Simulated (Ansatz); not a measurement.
```yaml
crystal:
  periodic: [false, false, false]
  atoms:
    - {symbol: F, position_ang: [0.420208, -3.109811, 1.797113]}
    - {symbol: Al, position_ang: [0.586411, -1.738996, 0.894909]}
    - {symbol: Zn, position_ang: [1.753265, -0.084902, -0.492737]}
    - {symbol: Si, position_ang: [-0.213040, 1.278053, -0.725392]}
    - {symbol: Se, position_ang: [-1.279750, -0.300847, 0.579578]}
    - {symbol: H, position_ang: [-0.325549, 2.590503, -0.033944]}
    - {symbol: H, position_ang: [-0.941534, 1.366001, -2.019527]}
basis:
  gaussian: {orbitals: x2c-TZVPPall}
hamiltonian: {xc: {name: HF}}
correlation: {method: mp2, frozen_orbitals: {F: 9}}
output: {forces: true}
```

```sh
$ ansatz run in.yaml --threads 4 --pin off --events-out ev --progress --plain --max-ram 10444MiB
```

Shortened log:

```
Functional definition: HF
Error: "frozen_orbitals" has no count for Al
```

(1) What is wrong with this run?

## Answers

(1) Frozen orbitals are typed for one element alone, and the program wants a count for each. The program refused the input.
